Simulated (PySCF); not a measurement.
Molfile (atoms numbered from 1):
```
C6H16BNO
     RDKit          3D

 25 25  0  0  0  0  0  0  0  0999 V2000
    4.3557    0.0319    0.3927 C   0  0  0  0  0  0  0  0  0  0  0  0
    3.0482   -0.3643    0.6937 O   0  0  0  0  0  0  0  0  0  0  0  0
    2.0818    0.5286    0.2555 C   0  0  0  0  0  0  0  0  0  0  0  0
    0.7793   -0.0210    0.5818 N   0  0  0  0  0  0  0  0  0  0  0  0
   -0.4937    0.8923    0.1225 B   0  0  0  0  0  0  0  0  0  0  0  0
   -1.8184    0.0494    0.4815 C   0  0  0  0  0  0  0  0  0  0  0  0
   -3.0932    0.6428   -0.1666 C   0  0  0  0  0  0  0  0  0  0  0  0
   -2.9773   -0.4076   -1.2869 C   0  0  0  0  0  0  0  0  0  0  0  0
   -2.0381   -1.2237   -0.3811 C   0  0  0  0  0  0  0  0  0  0  0  0
    5.0338   -0.7408    0.7773 H   0  0  0  0  0  0  0  0  0  0  0  0
    4.5138    0.1314   -0.6981 H   0  0  0  0  0  0  0  0  0  0  0  0
    4.6132    0.9973    0.8685 H   0  0  0  0  0  0  0  0  0  0  0  0
    2.1178    0.6869   -0.8382 H   0  0  0  0  0  0  0  0  0  0  0  0
    2.1662    1.5159    0.7469 H   0  0  0  0  0  0  0  0  0  0  0  0
    0.7283   -0.1815    1.5907 H   0  0  0  0  0  0  0  0  0  0  0  0
    0.6872   -0.9440    0.1479 H   0  0  0  0  0  0  0  0  0  0  0  0
   -0.3833    1.9424    0.7531 H   0  0  0  0  0  0  0  0  0  0  0  0
   -0.3350    1.0597   -1.0875 H   0  0  0  0  0  0  0  0  0  0  0  0
   -1.9023   -0.1199    1.5724 H   0  0  0  0  0  0  0  0  0  0  0  0
   -3.9950    0.4864    0.4477 H   0  0  0  0  0  0  0  0  0  0  0  0
   -3.0581    1.7034   -0.4627 H   0  0  0  0  0  0  0  0  0  0  0  0
   -2.4479   -0.0071   -2.1636 H   0  0  0  0  0  0  0  0  0  0  0  0
   -3.9017   -0.8959   -1.6330 H   0  0  0  0  0  0  0  0  0  0  0  0
   -2.5776   -2.0208    0.1571 H   0  0  0  0  0  0  0  0  0  0  0  0
   -1.1589   -1.6893   -0.8678 H   0  0  0  0  0  0  0  0  0  0  0  0
  1  2  1  0
  2  3  1  0
  3  4  1  0
  4  5  1  0
  5  6  1  0
  6  7  1  0
  7  8  1  0
  8  9  1  0
  9  6  1  0
  1 10  1  0
  1 11  1  0
  1 12  1  0
  3 13  1  0
  3 14  1  0
  4 15  1  0
  4 16  1  0
  5 17  1  0
  5 18  1  0
  6 19  1  0
  7 20  1  0
  7 21  1  0
  8 22  1  0
  8 23  1  0
  9 24  1  0
  9 25  1  0
M  CHG  2   4   1   5  -1
M  END
```

Geometry: PBE0-D3(BJ)/def2-SVP; GIAO absolute shieldings from PySCF 2.14, gas phase, non-relativistic, averaged over equivalent atoms.

At PBE0/pcSseg-1 (233 basis functions, 63 s wall time on 1 thread of an Arm Neoverse V2, shared host):
| atoms | σ (ppm) |
| --- | --- |
| C3 | 102.8 |
| C1 | 128.3 |
| C7/C9 | 157.4 |
| C6 | 159.8 |
| C8 | 162.1 |
| O2 | 299.5 |
| N4 | 188.5 |
| B5 | 117.4 |
| H13/H14 | 27.25 |
| H10/H11/H12 | 27.89 |
| H15/H16 | 28.35 |
| H22 | 29.02 |
| H20/H24 | 29.14 |
| H17/H18 | 29.19 |
| H23 | 29.57 |
| H21/H25 | 29.99 |
| H19 | 30.09 |

Q: Predict the values at HF/pcSseg-1 on the same geometry.

A: 
```tsv
atoms	σ at HF/pcSseg-1	change
C3	118.8	+16.0
C1	139.8	+11.5
C7/C9	167.4	+10.0
C6	170.6	+10.8
C8	171.3	+9.2
O2	326.3	+26.8
N4	203.0	+14.5
B5	125.7	+8.3
H13/H14	27.92	+0.67
H10/H11/H12	28.45	+0.56
H15/H16	28.81	+0.46
H22	29.63	+0.61
H20/H24	29.78	+0.64
H17/H18	29.87	+0.68
H23	30.10	+0.53
H21/H25	30.58	+0.59
H19	30.85	+0.76
```

The largest change is at O2 (ether oxygen). Cost: 233 basis functions, 25 s wall time on 1 thread of an Arm Neoverse V2, shared host. The order of the carbon signals is the same at both levels.

A carbon bonded to boron is broadened by the quadrupolar boron nucleus and is often missing from a measured spectrum.
